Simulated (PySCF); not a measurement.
# Reading the logs of faulty runs: CH3O2Si anion

All numbers below are calculated, not measured. They come from PySCF 2.14.0, an open-source quantum chemistry program, on an isolated molecule that a program drew, which may never have been made. The molecule is CH3O2Si anion (charge -1, singlet), drawn as the SMILES string `[O-]C=[SiH]O`.

Each row is a Hartree-Fock (HF) and frozen-core CCSD(T) single point in the aug-cc-pV(D+d)Z basis, meant for a local HF minimum. Run 1 is clean. Each other run has one planted mistake out of seven kinds, and not every kind appears here: one electron removed, one electron added, multiplicity raised by two, geometry at a saddle point, minimal basis STO-3G, one bond length entered in bohr, all coordinates scaled. The reference is restricted for singlets and unrestricted otherwise, and also for a bond in bohr. Adding or removing an electron swaps singlet and doublet. Electrons count all cores. HOMO and LUMO are orbital energies over both spins, the gradient is its largest component, and the lowest frequency (negative if imaginary) is given only where the gradient is small. Bond lengths are over the 6 bonds as drawn. T1 is the CCSD diagnostic: over 0.02 (restricted) or 0.045 (unrestricted) a single reference is doubtful.

Geometry of the clean run:
```xyz
7
CH3O2Si anion, angstrom
O     0.2577   -1.0673   -1.4957
C    -0.5850   -0.4183   -2.0758
Si   -1.8052    0.9168   -1.3471
O    -1.0753    1.1548    0.2028
H    -0.7064   -0.6272   -3.1743
H    -1.1246    1.9975   -2.2203
H    -0.1906    0.8269    0.2376
```

```
run,electrons,basis functions,<S^2>,HOMO (eV),LUMO (eV),gradient (hartree/bohr),lowest frequency (cm^-1),mean bond (Å),longest bond (Å),T1,HF (hartree),CCSD(T) (hartree),mistake
1,40,128,0.000,-2.51,3.95,7.5e-06,130,1.4179,1.950,0.0199,-478.31506,-479.01243,no fault
2,39,128,0.779,-10.55,-0.56,7.8e-02,-,1.4179,1.950,0.0249,-478.26427,-478.92937,one electron removed
3,40,128,0.679,-1.99,3.89,1.0e-02,-,1.6473,2.924,0.0562,-478.23818,-478.93591,one bond length entered in bohr
4,40,128,0.000,-0.78,3.71,5.3e-05,-678,1.3789,1.798,0.0206,-478.25609,-478.96766,?
5,40,27,0.000,2.18,14.98,5.9e-02,-,1.4179,1.950,0.0125,-472.22717,-472.43962,?
```

**Which mistake was planted in run 4, and what did it cost?**

The gradient is small, so the point is stationary, but the lowest frequency is imaginary (-678 cm^-1). So the mistake is: geometry at a saddle point. Subtracting run 1 and multiplying by 627.51 kcal/mol a hartree, the energy moved by 37.0 kcal/mol in HF and 28.1 kcal/mol in CCSD(T).

**Which mistake was planted in run 5, and what did it cost?**

It has 27 basis functions where the clean run has 128, with the same electrons and geometry. So the mistake is: minimal basis STO-3G. Subtracting run 1 and multiplying by 627.51 kcal/mol a hartree, the energy moved by 3820.2 kcal/mol in HF and 4124.5 kcal/mol in CCSD(T).

Cautions from the logs. Run 3: T1 is over the limit, so its CCSD(T) energy is less reliable; run 4: T1 is over the limit, so its CCSD(T) energy is less reliable; run 5: the HOMO is above zero, so the electron isn't bound and the energy depends on the basis.
